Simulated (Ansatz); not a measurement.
## Molecular dynamics of C2H4ClIO

The input (input.yaml):

```yaml
crystal:
  periodic: [false, false, false]
  atoms:
    - { symbol: C, position_ang: [0.692162, -1.024708, -0.31318] }
    - { symbol: O, position_ang: [0.652207, 0.30687, 0.170028] }
    - { symbol: C, position_ang: [-0.546668, 0.902844, 0.238667] }
    - { symbol: Cl, position_ang: [-1.435391, 0.861008, -1.385594] }
    - { symbol: I, position_ang: [-0.295941, 2.90843, 1.005947] }
    - { symbol: H, position_ang: [1.10478, -0.951033, -1.357802] }
    - { symbol: H, position_ang: [1.384776, -1.566023, 0.304764] }
    - { symbol: H, position_ang: [-0.278062, -1.536425, -0.354748] }
    - { symbol: H, position_ang: [-1.311422, 0.422903, 0.921394] }
basis:
  gaussian: { orbitals: def2-SVP }
hamiltonian:
  xc: pbe
md:
  timestep: 0.5
  n_steps: 166
  ensemble: nve
  temperature: 300.0
  initial_velocities: maxwell_boltzmann
  seed: 353500
scf:
  lower_state_search: "off"
```

Run as:

```bash
$ ansatz run input.yaml --threads 2 --pin off --max-ram 3072MiB --backend cpu --events-out ev --progress --plain --runs-dir out
```

It goes on from the last frame of an earlier run, with new velocities.

Output, in part (one step line in 6, the closing report, with atoms numbered from 0):

```
md step     0: t =     0.00 fs  T =   300.0 K  F+E_penalty+E_count = -24791.41738985 eV  E_kin = 0.271446 eV  conserved = -24791.14594385 eV  (17 SCF iters)
md step     6: t =     3.00 fs  T =   232.5 K  F+E_penalty+E_count = -24791.35550862 eV  E_kin = 0.210351 eV  conserved = -24791.14515724 eV  (21 SCF iters)
md step    12: t =     6.00 fs  T =   234.8 K  F+E_penalty+E_count = -24791.35835156 eV  E_kin = 0.212413 eV  conserved = -24791.14593824 eV  (21 SCF iters)
md step    18: t =     9.00 fs  T =   192.6 K  F+E_penalty+E_count = -24791.31934383 eV  E_kin = 0.174265 eV  conserved = -24791.14507855 eV  (21 SCF iters)
md step    24: t =    12.00 fs  T =   269.5 K  F+E_penalty+E_count = -24791.39017188 eV  E_kin = 0.243847 eV  conserved = -24791.14632459 eV  (21 SCF iters)
md step    30: t =    15.00 fs  T =   183.8 K  F+E_penalty+E_count = -24791.31129453 eV  E_kin = 0.166276 eV  conserved = -24791.14501813 eV  (21 SCF iters)
md step    36: t =    18.00 fs  T =   212.1 K  F+E_penalty+E_count = -24791.33790151 eV  E_kin = 0.191951 eV  conserved = -24791.14595080 eV  (21 SCF iters)
md step    42: t =    21.00 fs  T =   175.0 K  F+E_penalty+E_count = -24791.30352676 eV  E_kin = 0.158368 eV  conserved = -24791.14515904 eV  (21 SCF iters)
md step    48: t =    24.00 fs  T =   225.3 K  F+E_penalty+E_count = -24791.34975610 eV  E_kin = 0.203851 eV  conserved = -24791.14590560 eV  (21 SCF iters)
md step    54: t =    27.00 fs  T =   207.4 K  F+E_penalty+E_count = -24791.33348637 eV  E_kin = 0.187689 eV  conserved = -24791.14579786 eV  (21 SCF iters)
md step    60: t =    30.00 fs  T =   165.4 K  F+E_penalty+E_count = -24791.29492988 eV  E_kin = 0.149675 eV  conserved = -24791.14525484 eV  (21 SCF iters)
md step    66: t =    33.00 fs  T =   211.9 K  F+E_penalty+E_count = -24791.33773778 eV  E_kin = 0.191717 eV  conserved = -24791.14602121 eV  (21 SCF iters)
md step    72: t =    36.00 fs  T =   159.4 K  F+E_penalty+E_count = -24791.28933635 eV  E_kin = 0.144221 eV  conserved = -24791.14511580 eV  (21 SCF iters)
md step    78: t =    39.00 fs  T =   177.3 K  F+E_penalty+E_count = -24791.30650359 eV  E_kin = 0.160405 eV  conserved = -24791.14609835 eV  (21 SCF iters)
md step    84: t =    42.00 fs  T =   103.8 K  F+E_penalty+E_count = -24791.23882620 eV  E_kin = 0.093912 eV  conserved = -24791.14491448 eV  (21 SCF iters)
md step    90: t =    45.00 fs  T =   203.0 K  F+E_penalty+E_count = -24791.32996188 eV  E_kin = 0.183716 eV  conserved = -24791.14624607 eV  (21 SCF iters)
md step    96: t =    48.00 fs  T =   186.2 K  F+E_penalty+E_count = -24791.31379349 eV  E_kin = 0.168509 eV  conserved = -24791.14528449 eV  (21 SCF iters)
md step   102: t =    51.00 fs  T =   212.4 K  F+E_penalty+E_count = -24791.33804177 eV  E_kin = 0.192227 eV  conserved = -24791.14581442 eV  (21 SCF iters)
md step   108: t =    54.00 fs  T =   188.6 K  F+E_penalty+E_count = -24791.31602469 eV  E_kin = 0.170604 eV  conserved = -24791.14542033 eV  (21 SCF iters)
md step   114: t =    57.00 fs  T =   208.5 K  F+E_penalty+E_count = -24791.33411948 eV  E_kin = 0.188673 eV  conserved = -24791.14544609 eV  (21 SCF iters)
md step   120: t =    60.00 fs  T =   266.5 K  F+E_penalty+E_count = -24791.38721205 eV  E_kin = 0.241111 eV  conserved = -24791.14610137 eV  (21 SCF iters)
md step   126: t =    63.00 fs  T =   229.0 K  F+E_penalty+E_count = -24791.35233297 eV  E_kin = 0.207192 eV  conserved = -24791.14514129 eV  (21 SCF iters)
md step   132: t =    66.00 fs  T =   292.6 K  F+E_penalty+E_count = -24791.41083258 eV  E_kin = 0.264714 eV  conserved = -24791.14611866 eV  (21 SCF iters)
md step   138: t =    69.00 fs  T =   247.0 K  F+E_penalty+E_count = -24791.36846506 eV  E_kin = 0.223512 eV  conserved = -24791.14495257 eV  (21 SCF iters)
md step   144: t =    72.00 fs  T =   316.3 K  F+E_penalty+E_count = -24791.43241962 eV  E_kin = 0.286234 eV  conserved = -24791.14618545 eV  (21 SCF iters)
md step   150: t =    75.00 fs  T =   256.8 K  F+E_penalty+E_count = -24791.37730358 eV  E_kin = 0.232324 eV  conserved = -24791.14497965 eV  (21 SCF iters)
md step   156: t =    78.00 fs  T =   358.7 K  F+E_penalty+E_count = -24791.47069319 eV  E_kin = 0.324561 eV  conserved = -24791.14613202 eV  (21 SCF iters)
md step   162: t =    81.00 fs  T =   375.5 K  F+E_penalty+E_count = -24791.48540068 eV  E_kin = 0.339734 eV  conserved = -24791.14566625 eV  (20 SCF iters)
md step   166: t =    83.00 fs  T =   399.5 K  F+E_penalty+E_count = -24791.50769858 eV  E_kin = 0.361514 eV  conserved = -24791.14618482 eV  (20 SCF iters)
Total energy: -24791.50773127 eV, -911.0711048368 hartree
Atom 0 at     0.693944    -1.071212    -0.143216 Å, force     1.101958     0.221252    -0.366750 eV/Å
Atom 1 at     0.743025     0.382728    -0.044961 Å, force    -0.076783    -0.951667     0.115953 eV/Å
Atom 2 at    -0.483911     0.875721     0.176015 Å, force    -0.265597     0.836908    -0.734811 eV/Å
Atom 3 at    -1.492661     0.891153    -1.378492 Å, force    -0.038380     0.141812     0.027876 eV/Å
Atom 4 at    -0.298626     2.899888     1.014144 Å, force    -0.012446    -0.072236    -0.039007 eV/Å
Atom 5 at     1.758114    -1.371213    -0.374289 Å, force    -0.747845     0.061598     0.018651 eV/Å
Atom 6 at     0.429560    -1.493764     0.849126 Å, force    -0.207534    -0.111215    -0.088803 eV/Å
Atom 7 at    -0.007595    -1.401934    -0.963831 Å, force     0.355738     0.205875     0.503485 eV/Å
Atom 8 at    -1.138319     0.324968     0.854432 Å, force    -0.109111    -0.332327     0.563407 eV/Å
Dipole moment:     0.091107    -0.541564     0.195229 e Å
```

The run went to its last step. The conserved energy stayed within 0.12 meV per atom of its start (net change -0.027 meV per atom), so the integration is sound. A run of 0.083 ps of so small a system gives no equilibrium averages.

The same pairs are bonded in the first frame and the last. Pairs count as bonded within 1.25 times the sum of covalent radii (0.12 Å more for H–H).

Last frame:

```xyz
9
Properties=species:S:1:pos:R:3
C 0.694 -1.071 -0.143
O 0.743 0.383 -0.045
C -0.484 0.876 0.176
Cl -1.493 0.891 -1.379
I -0.299 2.900 1.014
H 1.758 -1.371 -0.374
H 0.430 -1.494 0.849
H -0.008 -1.402 -0.964
H -1.138 0.325 0.854
```

The run took 6 min on 2 threads of Arm Neoverse N1, with other jobs on the host, peak memory 0.15 GiB.
